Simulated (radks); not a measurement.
Values are calculated unless marked as measured or tabulated.
Kr XXI, configuration [Ne] 3s2 3p4 (the NIST ground configuration).

Code: a radial shooting solver on a logarithmic mesh with Libxc functionals. Model: Dirac Kohn-Sham, PBE, spin-unpolarised, spherical densities, finite nucleus; open shells fill j = l - 1/2 first; Fermi nuclear charge, rms radius 4.1884 fm.

Energy parts (eV):
| part | energy |
|---|---|
| total | -69541.742 |
| kinetic | 71625.034 |
| electron-nucleus | -153960.503 |
| Hartree | 14707.134 |
| exchange-correlation | -1913.406 |

Orbitals (lengths in bohr, moments of r in powers of bohr):
orbital,occ.,eigenvalue (eV),<r^2>
1s1/2,2,-14977.47,0.002319
2s1/2,2,-2672.213,0.03880
2p1/2,2,-2498.484,0.02966
2p3/2,4,-2443.802,0.03101
3s1/2,2,-931.8169,0.2439
3p1/2,2,-872.0888,0.2331
3p3/2,2,-860.3634,0.2394

The highest occupied level is 3p3/2 at -860.36 eV. The electron density at the nucleus is 4.969e+04 e/bohr^3.
